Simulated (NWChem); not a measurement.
Molecule: C$_{3}$H$_{2}$FN; SMILES C(/C#N)=C\F

**Question.** Give the equilibrium geometry at PBE0/def2-SVP (NWChem) as a list of bonds and angles, with the point group.

**Answer.** point group Cs; any orientation.
Bond lengths (Å): N1–C2 1.160, C2–C3 1.422, C3–C4 1.338, C3–H6 1.094, C4–F5 1.314, C4–H7 1.094. Bond angles (°): N1–C2–C3 179.2, C2–C3–C4 121.3, C2–C3–H6 118.6, C4–C3–H6 120.1, C3–C4–F5 121.5, C3–C4–H7 124.8, F5–C4–H7 113.7.
